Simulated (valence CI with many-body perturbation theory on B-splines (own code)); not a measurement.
Results of a calculation; reference values are marked as such.
**Level structure of Te⁴⁷⁺**

Method: configuration interaction combined with many-body perturbation theory (CI+MBPT): three valence electrons over a frozen Dirac-Fock core [He], a basis of 11 s, 11 p, 9 d, 7 f, 5 g, 2 h, 1 i functions for each j, with the one-electron correlation potential Σ1 (screened to all orders), the two-electron term Σ2, the three-electron term Σ3, Breit, model QED; selected single and double excitations, second order for the rest (own B-spline code, finite nucleus).

No measured spectrum was set against this ion. As an estimate, large intervals hold to a few tenths of a per cent, small ones and those within an open d or f shell to about a per cent.

Levels 91 to 100 of 100, with energies above the lowest level, (2s^2 2p1/2) J=1/2. "Leading %" is the weight of the configuration and term that name the level; weights of strongly mixed levels are sums over their largest components and can fall short. In the jj column 3d3/2^4 stands for four electrons in 3d with j = 3/2.

```json
{"No.": "91", "Configuration": "2p²3p", "Term": "²P°", "J": "1/2", "E (eV)": "5523.9", "Leading %": "86", "Second component": "8 % 2p²3p ⁴D°", "g": "0.668", "Leading jj": "2p1/2 2p3/2 3p3/2 (98 %)"}
{"No.": "92", "Configuration": "2p²3d", "Term": "²G", "J": "7/2", "E (eV)": "5529.3", "Leading %": "45", "Second component": "31 % 2p²3d ⁴F", "g": "1.046", "Leading jj": "2p1/2 2p3/2 3d3/2 (92 %)"}
{"No.": "93", "Configuration": "2p²3d", "Term": "⁴D", "J": "7/2", "E (eV)": "5539.7", "Leading %": "48", "Second component": "31 % 2p²3d ⁴F", "g": "1.301", "Leading jj": "2p1/2 2p3/2 3d5/2 (97 %)"}
{"No.": "94", "Configuration": "2p²3d", "Term": "²F", "J": "5/2", "E (eV)": "5539.9", "Leading %": "32", "Second component": "28 % 2p²3d ⁴P", "g": "1.185", "Leading jj": "2p1/2 2p3/2 3d3/2 (78 %)"}
{"No.": "95", "Configuration": "2p²3d", "Term": "²D", "J": "3/2", "E (eV)": "5544.5", "Leading %": "44", "Second component": "29 % 2p²3d ⁴D", "g": "1.058", "Leading jj": "2p1/2 2p3/2 3d3/2 (77 %)"}
{"No.": "96", "Configuration": "2p²3d", "Term": "⁴P", "J": "1/2", "E (eV)": "5552.5", "Leading %": "38", "Second component": "31 % 2p²3d ²P", "g": "1.774", "Leading jj": "2p1/2 2p3/2 3d3/2 (98 %)"}
{"No.": "97", "Configuration": "2p²3d", "Term": "²G", "J": "9/2", "E (eV)": "5554.4", "Leading %": "61", "Second component": "39 % 2p²3d ⁴F", "g": "1.186", "Leading jj": "2p1/2 2p3/2 3d5/2 (100 %)"}
{"No.": "98", "Configuration": "2p²3d", "Term": "⁴P", "J": "3/2", "E (eV)": "5554.8", "Leading %": "43", "Second component": "35 % 2p²3d ²P", "g": "1.410", "Leading jj": "2p1/2 2p3/2 3d5/2 (77 %)"}
{"No.": "99", "Configuration": "2p²3d", "Term": "²F", "J": "5/2", "E (eV)": "5555.9", "Leading %": "38", "Second component": "32 % 2p²3d ⁴D", "g": "1.136", "Leading jj": "2p1/2 2p3/2 3d5/2 (82 %)"}
{"No.": "100", "Configuration": "2p²3d", "Term": "²D", "J": "5/2", "E (eV)": "5569.1", "Leading %": "60", "Second component": "22 % 2p²3d ⁴P", "g": "1.221", "Leading jj": "2p1/2 2p3/2 3d5/2 (93 %)"}
```
